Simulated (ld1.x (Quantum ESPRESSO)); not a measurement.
## Ranking PAW potentials for Ge (Z = 32)

All share these settings but for the change named:

ld1.x (Quantum ESPRESSO) 7.5 input, shortened:

```
&input
   title='Ge', zed=32., rel=1, dft='PZ', iswitch=3,
   config='[Ar] 3d10 4s2 4p2'
 /
 &inputp
   pseudotype=3, lpaw=.true., tm=.true., lloc=-1, rcloc=1.45,
   nlcc=.true., new_core_ps=.true., rcore=1.10,
   which_augfun='PSQ', rmatch_augfun_nc=.true.
 /
6
4S  1  0   2.00   0.00  1.40  1.75  0.0
4S  1  0   0.00   1.50  1.40  1.75  0.0
4P  2  1   2.00   0.00  1.50  2.00  0.0
4P  2  1   0.00   2.05  1.50  2.00  0.0
3D  3  2  10.00   0.00  1.00  1.35  0.0
3D  3  2   0.00   0.80  1.00  1.35  0.0
 &test
   configts(1)='3d10 4s2 4p2'
 /
```

Cutoff: the first of the cutoffs (Ry, on a coarse ladder) from which the occupation-weighted sum of valence levels, in a spherical-Bessel basis at the reference potential, stays within 10 and 1 mRy of its value at 400 Ry; the density cutoff is not measured.

The base gives 60 Ry.

Of 11 variants that were run, those that failed, showed a ghost or another fault, or gave nearly equal values are left out.

A variant can come out equal or close to the base.

(1) Rank these variants from softest to hardest (loose cutoff).
A. wave 4s channel at 1.5 Ry: rcut 1.40, rcutus 1.75 bohr becomes 4s channel at 6.66 Ry: rcut 1.40, rcutus 1.75 bohr
B. waves 3d (bound): rcut 1.00, rcutus 1.70 bohr; 3d channel at 0.8 Ry: rcut 1.00, rcutus 1.70 bohr
C. type RRKJ; waves now 4p (bound): rc 2.00 bohr; 3d (bound): rc 1.35 bohr; 4s (bound): rc 1.75 bohr; local potential the s channel; rho0 0.02

Results:

(1) B (40 Ry), A (60 Ry), C (140 Ry).
